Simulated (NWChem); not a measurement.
C$_{2}$H$_{5}$ClN$_{2}$Si; SMILES N[Si@@]1(Cl)C=NC1

```xyz
11

N      1.9642    -0.5393     0.0586
Si     0.3182    -0.0191     0.0301
Cl    -0.8064    -1.7831    -0.0114
C     -0.4530     1.3611     1.0899
N     -0.6798     2.1556     0.0887
C     -0.1841     1.4267    -1.1194
H      2.2315    -1.4029     0.5359
H      2.7290     0.1386     0.0300
H     -0.7335     1.6497     2.1224
H     -1.0009     1.2645    -1.8535
H      0.6162     1.9986    -1.6361
```
Atoms are numbered in this order, from 1.

All runs: NWChem. Pople sets run with spherical d functions. Geometry: optimised at PBE-D3(BJ)/def2-SVP. Solvent water, SMD (1 M gas to 1 M solution), gas-phase geometry. Reactions with the solvent are ignored.

Question: Among these, which level gives the highest value of “solvation free energy (kcal/mol)”?
A. M06-2X/6-31+G*
B. M06-2X/6-311G**
C. M06-2X/STO-3G
D. M06-2X/6-31G*

Answer: C, M06-2X/STO-3G. Values: M06-2X/6-31+G* -6.5; M06-2X/6-311G** -5.9; M06-2X/6-31G* -5.6; M06-2X/STO-3G -3.8
